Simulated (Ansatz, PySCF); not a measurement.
This triplet is an excited state, 1.00 eV above the relaxed singlet at the level B3LYP/cc-pVTZ // PBE0-D3(BJ)/def2-TZVP (Ansatz, an electronic-structure program).

Z-matrix (Å, degrees):
```
C
C 1 1.3444
H 2 1.0854 1 122.19
H 2 1.0855 3 116.45 1 180.00
H 1 1.0877 2 118.56 3 180.00
Si 1 1.8237 5 117.17 2 -180.00
H 6 1.4908 1 118.32 5 -180.00
```
Charge 0, spin multiplicity 3.

Problem. What is the computed dipole moment, highest occupied spin orbital and total energy (PySCF 2.14.0 with PBE0-D3(BJ)/def2-TZVP)?

Solution. 
```yaml
dipole_moment: 0.46 D
highest_occupied_spin_orbital: -5.23 eV
total_energy: -367.8049 Ha
```
